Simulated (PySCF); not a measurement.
HNSi, SMILES N#[SiH]. Coordinates come from a B3LYP-D3(BJ)/def2-TZVPD optimisation.

TDDFT-CAM-B3LYP/def2-TZVPD run with PySCF puts the lowest singlet excitations at 3.65, 3.80, 3.80, 3.97, 3.97, 4.73 eV and the lowest triplet (TDA) at 2.68 eV.

Q: What are the lowest singlet roots from PySCF with EOM-CCSD/aug-cc-pVDZ? (Estimate from the structure and the level; the computed values follow.)

A: 4.30, 4.30, 4.35, 4.51, 4.51, 5.02 eV; triplets 2.76, 3.54, 3.54 eV. S1 differs by 0.65 eV (second minus first; roots are paired by order, and the bases may differ).
